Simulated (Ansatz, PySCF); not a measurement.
Molecule: 1-ethenoxy-1-fluoroethene, C4H5FO, net charge 0, singlet state. 
Geometry from a B3LYP-D3(BJ)/def2-TZVP (Ansatz, a program for electronic structure) optimisation:
```
C
C 1 1.3188
F 1 1.3433 2 122.20
O 1 1.3478 2 125.31 3 -176.27
H 2 1.0778 1 119.58 3 -179.14
H 2 1.0783 5 120.10 1 179.03
C 4 1.3821 1 119.19 2 -117.35
C 7 1.3221 4 126.82 1 7.12
H 8 1.0796 7 118.90 4 178.75
H 7 1.0801 8 124.01 9 -0.16
H 8 1.0806 9 118.11 7 -179.77
```

Wanted: vertical ionisation energy (to the doublet state of charge +1; each state is the SCF solution reached for its spin), in eV. Correlated levels leave the core frozen unless marked. Open shells are spin-unrestricted. No spin-orbit coupling. No relativistic terms. 

```json
[
 {"level": "HF/aug-cc-pVDZ", "program": "Ansatz", "vertical ionisation energy (eV)": "8.58"},
 {"level": "HF/aug-cc-pVTZ", "program": "Ansatz", "vertical ionisation energy (eV)": "8.58"},
 {"level": "SVWN5/def2-TZVPD", "program": "Ansatz", "vertical ionisation energy (eV)": "9.37"},
 {"level": "PBE/def2-TZVPD", "program": "Ansatz", "vertical ionisation energy (eV)": "9.12"},
 {"level": "r2SCAN/def2-TZVPD", "program": "Ansatz", "vertical ionisation energy (eV)": "9.17"},
 {"level": "B3LYP/def2-TZVPD", "program": "Ansatz", "vertical ionisation energy (eV)": "9.36"},
 {"level": "PBE0/def2-TZVPD", "program": "Ansatz", "vertical ionisation energy (eV)": "9.36"},
 {"level": "BHLYP/def2-TZVPD", "program": "Ansatz", "vertical ionisation energy (eV)": "9.45"},
 {"level": "CAM-B3LYP/def2-TZVPD", "program": "Ansatz", "vertical ionisation energy (eV)": "9.57"},
 {"level": "wB97M-V/def2-TZVPD", "program": "Ansatz", "vertical ionisation energy (eV)": "9.59"},
 {"level": "wB97X-V/def2-TZVPD", "program": "Ansatz", "vertical ionisation energy (eV)": "9.60"},
 {"level": "B2PLYP/def2-TZVPD", "program": "Ansatz", "vertical ionisation energy (eV)": "9.50"},
 {"level": "MP2/aug-cc-pVDZ", "program": "Ansatz", "vertical ionisation energy (eV)": "9.83"},
 {"level": "RI-MP2/aug-cc-pVTZ", "program": "Ansatz", "vertical ionisation energy (eV)": "9.98"},
 {"level": "SCS-MP2/aug-cc-pVDZ", "program": "Ansatz", "vertical ionisation energy (eV)": "9.80"},
 {"level": "CCSD/aug-cc-pVDZ", "program": "Ansatz", "vertical ionisation energy (eV)": "9.61"},
 {"level": "CCSD(T)/aug-cc-pVDZ", "program": "Ansatz", "vertical ionisation energy (eV)": "9.63"}
]
```

For comparison, minus the highest occupied orbital energy (PySCF): 8.60 eV at M06-2X/def2-TZVPD, 10.04 eV at HF/def2-TZVPD, 7.11 eV at B3LYP/def2-TZVPD.
